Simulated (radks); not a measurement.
Sb2+, 49 electrons, occupied as [Kr] 4d10 5s2 5p1 (the NIST ground configuration).

Calculated with a radial shooting solver on a logarithmic mesh with Libxc functionals: Dirac Kohn-Sham, PBEsol, spin-unpolarised, spherical densities, point nucleus; open shells are shared between the two j in proportion to 2j + 1.

Energy parts (eV):
| part | energy |
|---|---|
| total | -176323.686 |
| kinetic | 186057.557 |
| electron-nucleus | -427358.612 |
| Hartree | 69527.913 |
| exchange-correlation | -4550.544 |

Orbitals (lengths in bohr, moments of r in powers of bohr):
orbital      occ.  eigenvalue (eV)     <r^2>      <r^4>   <1/r>  small-component weight
1s1/2           2        -30288.20  0.001095  3.129e-06   54.31                3.51e-02
2s1/2           2        -4623.553   0.01768  0.0005394   12.62                7.46e-03
2p1/2           2        -4327.273   0.01312  0.0003465   12.60                7.49e-03
2p3/2           4        -4075.649   0.01441  0.0004100   11.70                7.13e-03
3s1/2           2        -921.1683    0.1250    0.02384   4.474                2.17e-03
3p1/2           2        -800.0558    0.1198    0.02299   4.384                2.12e-03
3p3/2           4        -753.6292    0.1282    0.02621   4.162                2.02e-03
3d3/2           4        -539.5971    0.1093    0.02201   4.012                1.91e-03
3d5/2           6        -529.9446    0.1117    0.02294   3.954                1.88e-03
4s1/2           2        -166.9783    0.7075     0.7432   1.772                6.00e-04
4p1/2           2        -126.0011    0.7910     0.9642   1.657                5.39e-04
4p3/2           4        -117.3789    0.8475      1.109   1.585                5.09e-04
4d3/2           4         -52.5610     1.222      2.648   1.310                3.65e-04
4d5/2           6         -51.3075     1.254      2.790   1.291                3.57e-04
5s1/2           2         -29.4955     4.888      35.67  0.6224                1.00e-04
5p1/2    0.333333         -20.7396     6.678      68.29  0.5276                7.32e-05
5p3/2    0.666667         -19.8491     7.131      77.63  0.5083                6.90e-05
6s1/2           0          -9.6911     25.44      911.3  0.2704                2.56e-05
5d3/2           0          -9.4512     16.25      415.0  0.3337                3.23e-05
5d5/2           0          -9.3743     16.51      427.8  0.3311                3.20e-05

The highest occupied level is 5p3/2 at -19.849 eV. Summed over all electrons, <r^2> = 37.78 bohr^2, which gives a Langevin (diamagnetic) susceptibility term of -29.9 x 10^-6 cm^3/mol.
